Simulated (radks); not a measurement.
Task: Zn V, configuration [Ar] 3d7.75 4p0.25 (fractional occupations, a model configuration). Calculated with a radial shooting solver on a logarithmic mesh with Libxc functionals: scalar-relativistic Kohn-Sham, PBE, spin-polarised, spherical densities, point nucleus; open shells are filled with parallel spins first. Some entries of the table are withheld. Estimate them.

| orbital | occ. | eigenvalue (eV) | <1/r> (bohr^-1) |
|---|---|---|---|
| 1s up | 1 | -9596.238 | 30.23 |
| 1s down | 1 | -9596.222 | 30.23 |
| 2s up | 1 | -1230.652 | 6.583 |
| 2s down | 1 | -1228.976 | 6.589 |
| 2p up | 3 | -1076.055 | 6.459 |
| 2p down | 3 | -1074.790 | 6.464 |
| 3s up | 1 | -198.9985 | 2.123 |
| 3s down | 1 | -195.9234 | 2.117 |
| 3p up | 3 | -152.6433 | 1.982 |
| 3p down | 3 | -149.6080 | 1.975 |
| 3d up | 5 | (1) | 1.684 |
| 3d down | 2.75 | (2) | 1.670 |
| 4s up | 0 | -51.1323 | 0.7228 |
| 4s down | 0 | -49.7993 | 0.7192 |
| 4p up | 0.25 | -40.7012 | (3) |
| 4p down | 0 | -39.4012 | (4) |
| 4d up | 0 | -26.1553 | (5) |

Result: 
(1) 3d up eigenvalue (eV): -77.3401
(2) 3d down eigenvalue (eV): -74.3302
(3) 4p up <1/r> (bohr^-1): 0.6348
(4) 4p down <1/r> (bohr^-1): 0.6340
(5) 4d up <1/r> (bohr^-1): 0.4856
